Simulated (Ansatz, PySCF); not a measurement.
Gas-phase reaction (SMILES): [CH3][Al]([Br])[Br] + F (HF) → [F][Al]([Br])[Br] + C (CH4); hydrogen fluoride cleaves one Al-C bond, a model of a ligand-exchange step.

Structures are relaxed separately at B3LYP-D3(BJ)/def2-TZVP in Ansatz (a program for electronic structure). Cores are frozen in the correlated levels unless marked. No spin-orbit coupling. The frozen core is the preceding noble-gas configuration, with the filled d and f shells of earlier blocks. No relativistic terms. Basis-set limits of correlation are two-point, X^-3; Hartree-Fock from the larger set. Thermal terms are rigid-rotor harmonic-oscillator values from B3LYP-D3(BJ) frequencies (Ansatz or PySCF) at 298.15 K and 1 atm. 1 Eh = 627.5095 kcal/mol.

```tsv
species	E, CCSD(T)/CBS(def2-TZVPPD,def2-QZVPPD) (Ansatz) (Eh)	E, wB97X-V/def2-TZVPD (Ansatz) (Eh)	H - E (Eh)
[CH3][Al]([Br])[Br]	-5427.38641	-5430.30498	0.04564
F (HF)	-100.39266	-100.45520	0.01259
[F][Al]([Br])[Br]	-5487.38591	-5490.30974	0.01130
C (CH4)	-40.45806	-40.51531	0.04840
```

Task: Work out ΔE and ΔH at 298.15 K at the first level, then ΔH at the second.

Result: 
1. ΔE = [(-5487.38591) + (-40.45806)] - [(-5427.38641) + (-100.39266)] = -0.06490 Eh = -40.7 kcal/mol at CCSD(T)/CBS(def2-TZVPPD,def2-QZVPPD).
2. The terms H - E add up to 0.00147 Eh, so ΔH = (-0.06490 + (0.00147))×627.5095 = -39.8 kcal/mol.
3. At wB97X-V/def2-TZVPD the same steps give ΔE = -40.7 and ΔH = -39.8 kcal/mol, a shift of +0.0 from the first level.
4. These values are not checked against measurement here, since the tables used lack a sound gas-phase enthalpy of formation for at least one species.
